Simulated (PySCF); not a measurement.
Si(F)2(NH2)2 (F2H4N2Si), SMILES N[Si](F)(F)N.

Coordinates come from a PBE0-D3(BJ)/def2-SVP optimisation. The values are those of a single conformer.

Method: PySCF with ωB97X/def2-TZVP.

Symmetry labels are those of the subgroup C2 that the program uses (full group C2).

Q: List the valence orbital energies around the gap with their symmetry. (The exact figures need the calculation; the answer reports its results.)

A: 
```tsv
orbital	symmetry	energy (eV)
HOMO−7	B	-15.86
HOMO−6	B	-15.49
HOMO−5	A	-14.58
HOMO−4	A	-14.26
HOMO−3	B	-14.00
HOMO−2	B	-13.75
HOMO−1	B	-10.73
HOMO	A	-10.69
LUMO	A	2.69
LUMO+1	B	3.66
LUMO+2	A	4.64
LUMO+3	B	4.85
```
